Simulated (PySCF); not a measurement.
## Threshold energies of HfCl in a plasma

CCSD(T) in PySCF with def2-TZVPPD on every atom (core potentials on Hf), for the lowest determinant that a PBE0 search found; no spin–orbit coupling.

| species | state (unpaired electrons) | Re (Å) | ωe (cm⁻¹) | energy of the minimum from the neutral (eV) | De (eV) | dissociates to |
| --- | --- | --- | --- | --- | --- | --- |
| HfCl | doublet (δ ↑) | 2.324 | 376 | 0.00 | 5.04 | Hf (5d2 6s2) + Cl |
| HfCl⁺ | triplet (σ ↑, δ ↑) | 2.243 | 446 | 7.17 | 4.43 | Hf⁺ (5d1 6s2) + Cl |
| HfCl⁻ | triplet (π ↑, δ ↑) | 2.449 | 273 | -0.44 | 2.02 | Hf (5d2 6s2) + Cl⁻ |

Task: Work out the lowest energy to break HfCl into atoms, from its vibrational ground state.

Result: D0 = De − ωe/2 = 5.04 − 0.02 = 5.02 eV (CCSD(T)/def2-TZVPPD).

Task: Work out the ionisation energy of the Hf atom at this level and the threshold of dissociative ionisation.

Result: IE(Hf) = 7.17 + 4.43 − 5.04 = 6.56 eV, so Hf⁺ (5d1 6s2) + Cl + e⁻ appears at D0 + IE(Hf) = 11.58 eV (CCSD(T)/def2-TZVPPD). The measured IE(Hf) is 6.825 eV (NIST ASD).

Task: Work out the electron affinity of the Cl atom and the threshold of dissociative attachment.

Result: EA(Cl) = 5.04 − 2.02 − (-0.44) = 3.46 eV, so Hf (5d2 6s2) + Cl⁻ needs D0 − EA(Cl) = 1.56 eV (CCSD(T)/def2-TZVPPD). The measured EA(Cl) is 3.613 eV.

Task: At which energy does ion-pair formation open?

Result: Hf⁺ + Cl⁻ lies at D0 + IE(Hf) − EA(Cl) = 8.12 eV (CCSD(T)/def2-TZVPPD).

These are thermodynamic thresholds; the onsets seen under electron impact lie higher where the geometry changes, and cross-sections peak well above them.

Correlated steps freeze 5 core orbitals. UHF and ROHF references stand side by side, which adds small steps between rows. Spin–orbit coupling is left out, which matters for elements this heavy, above all for dissociation energies. For an ion De counts to the pair picked by the measured ionisation energies or electron affinities, which need not be the lowest pair at this level. With d or f electrons several states lie close, and the lowest PBE0 determinant need not be the measured ground state.
